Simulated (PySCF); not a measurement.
Gas-phase reaction: 4 SnCl3 + SnH2 = 2 SnHCl3 + 3 SnCl2

Energies from PySCF, thermal terms from the rigid-rotor harmonic-oscillator model, ideal gas at 1 bar. † marks an energy on the PBE0/def2-TZVP geometry and frequencies. MP2 and CCSD(T) freeze the core. Open shells (unrestricted): SnCl3 (multiplicity 2); the rest are closed-shell singlets. Sn: scalar-relativistic def2 core potential, no spin-orbit coupling. SnCl3, SnH2, SnHCl3: computed as isolated molecules; such fragments, hydroxides, amides, oligomers or adducts are transient or little studied in the gas. MP2 isn't extrapolated to the basis-set limit; its ΔH°(298 K) is -450.3 kJ in def2-SVP and -524.3 kJ in def2-TZVPP. CCSD(T) isn't extrapolated to the basis-set limit. The harmonic model lacks anharmonicity and excited electronic states, which grow with temperature; levels with a mode under 35 cm⁻¹ are left out. Soft modes under 120 cm⁻¹ make the harmonic entropy rough for SnCl3, SnHCl3, SnCl2.

ΔH° and ΔS° at 298 K: CCSD(T)/def2-SVP† -452 kJ, -26 J/K; HF/def2-TZVP† -386 kJ, -26 J/K; M06-2X/def2-TZVP† -420 kJ, -26 J/K; MP2/def2-SVP† -450 kJ, -26 J/K; MP2/def2-TZVPP† -524 kJ, -26 J/K.

Question: With the heat capacities included, give log10 K (1 bar) at 800, 1000, 1400, 1600, 1800 K from CCSD(T)/def2-SVP†, HF/def2-TZVP†, M06-2X/def2-TZVP†, MP2/def2-SVP†, MP2/def2-TZVPP†.

Answer: 
```csv
T (K),CCSD(T)/def2-SVP†,HF/def2-TZVP†,M06-2X/def2-TZVP†,MP2/def2-SVP†,MP2/def2-TZVPP†
800,28.0,23.7,25.9,27.9,32.8
1000,22.1,18.6,20.4,22.0,25.9
1400,15.3,12.8,14.1,15.2,18.0
1600,13.2,11.0,12.1,13.1,15.5
1800,11.5,9.6,10.6,11.5,13.6
```
